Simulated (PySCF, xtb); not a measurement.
Mg(F)(SH) (FHMgS), SMILES [F][Mg][SH].

xtb with GFN2-xTB at its own geometry gives an orbital gap of 1.91 eV and a dipole moment of 4.07 D.

Geometry: B3LYP-D3(BJ)/def2-TZVP. The values are those of a single conformer.

What does PBE/def2-TZVPD (PySCF) give? (Estimate from the structure and the level; the computed values follow.)

gap 3.90 eV (levels -6.26 and -2.36 eV), dipole 0.90 D.
